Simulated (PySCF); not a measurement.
Species: C₂H₃F₃O₂Si (charge 0, singlet). SMILES: CC(=O)O[Si](F)(F)F
Geometry from a B3LYP-D3(BJ)/def2-TZVP (Ansatz) optimisation:
```
O
C 1 1.3755
O 2 1.1968 1 121.36
C 2 1.4954 3 127.00 1 180.00
H 4 1.0858 2 109.78 3 0.00
H 4 1.0909 5 110.33 2 120.83
H 4 1.0909 5 110.33 6 118.34
Si 1 1.6384 2 122.45 3 0.00
F 8 1.5697 1 112.21 2 62.10
F 8 1.5697 9 109.81 1 125.52
F 8 1.5717 9 108.38 10 118.22
```
Charge 0, spin multiplicity 1.

Dispersion corrections to the total energy (kcal/mol) from the dftd3 and dftd4 libraries through PySCF: D3(BJ) without and D4 with the three-body term, each with the damping fitted for the functional named.

| functional | D3(BJ) | D4 |
|---|---|---|
| BP86 | -8.34 | -8.04 |
| r2SCAN | -1.48 | ? |
| PW6B95 | -2.67 | -5.22 |
| B2PLYP | -4.24 | -4.22 |
| LC-wPBE | -4.93 | -6.68 |
| revPBE | -13.07 | ? |
| TPSS | -6.56 | ? |

Question: Complete the blanks.

Answer: 
- r2SCAN, D4: -1.53
- revPBE, D4: -19.18
- TPSS, D4: -8.15
